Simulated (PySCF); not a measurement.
## Two-photon absorption: `CC=C=C(F)B(C)C`, C6H10BF

Geometry:
| atom | x (Å) | y (Å) | z (Å) |
| --- | --- | --- | --- |
| C1 | 2.284 | 2.470 | 1.681 |
| C2 | 1.897 | 1.139 | 1.111 |
| C3 | 0.749 | 0.536 | 1.286 |
| C4 | -0.437 | -0.037 | 1.397 |
| F5 | -0.658 | -0.895 | 2.421 |
| B6 | -1.612 | 0.216 | 0.401 |
| C7 | -1.452 | 1.249 | -0.770 |
| C8 | -2.938 | -0.595 | 0.608 |
| H9 | 1.465 | 2.912 | 2.265 |
| H10 | 2.558 | 3.169 | 0.874 |
| H11 | 3.166 | 2.370 | 2.334 |
| H12 | 2.650 | 0.625 | 0.495 |
| H13 | -0.426 | 1.598 | -0.953 |
| H14 | -1.882 | 0.861 | -1.708 |
| H15 | -2.066 | 2.132 | -0.510 |
| H16 | -3.811 | -0.168 | 0.093 |
| H17 | -3.172 | -0.776 | 1.668 |
| H18 | -2.761 | -1.597 | 0.171 |

Method used: TDDFT CAM-B3LYP/aug-cc-pVDZ excited states, vertical, gas phase in PySCF 2.14.0. Geometry: PBE0-D3(BJ)/def2-SVP.

Problem. How strongly do the lowest singlets absorb one photon, and two photons of half the energy?

Solution. δ for parallel linear polarisation; σ at the peak of a Lorentzian of half width 0.1 eV, single beam; Ω is circular over linear.
```
state  E (eV)      f  photon λ (nm)  δ (au)  σ (GM)     Ω                                main
   S1    5.07  0.000            489     0.3    0.00  0.90                    HOMO−1→LUMO 0.86
   S2    5.45  0.002            455     0.8    0.01  0.58  HOMO→LUMO+5 0.27, HOMO→LUMO+3 0.25
   S3    5.64  0.389            440     190    2.21  0.93                      HOMO→LUMO 0.92
   S4    6.25  0.001            397    1.11    0.02  1.12                    HOMO−2→LUMO 0.84
   S5    6.44  0.004            385    1.31    0.02  0.85                    HOMO−3→LUMO 0.83
   S6    6.71  0.009            370     223    3.67  0.37  HOMO→LUMO+1 0.67, HOMO→LUMO+6 0.10
```

Among these, the strongest one-photon state is S3, the strongest two-photon state S6, with a dipole change of 2.4 D (relaxed, norm of the difference vector).
